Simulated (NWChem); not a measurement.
# GeN2H5F; SMILES [NH2][GeH]([F])[NH2]

```xyz
9

Ge     0.0481     0.0078    -0.2445
N      0.3772    -1.6358     0.4223
N     -1.5816     0.4942     0.3804
F      1.0899     1.2579     0.3995
H      0.3428     0.0034    -1.7523
H      0.2560    -1.7366     1.4257
H      1.2275    -2.0997     0.1195
H     -1.8139     1.4771     0.2759
H     -2.3624    -0.0814     0.0807
```
Atoms are numbered in this order, from 1.

Program: NWChem. Structure relaxed at the PBE0/def2-SVP level. Vzz is the largest principal value of the second derivative of the potential at the nucleus (NWChem prints the opposite sign); η is the asymmetry. Non-relativistic.

For level PBE/def2-SVP:

| Property | Value |
|---|---|
| Vzz Ge1 (a.u.) | 1.044 |
| η Ge1 | 0.58 |
| Vzz N2 (a.u.) | -0.859 |
| Vzz N3 (a.u.) | -0.888 |

Estimate the same quantities for level PBE/cc-pVTZ.

The vzz Ge1 (a.u.) comes out as 1.172 and the η Ge1 is 0.40. The vzz N2 (a.u.) is -0.839 and the vzz N3 (a.u.) is -0.865.
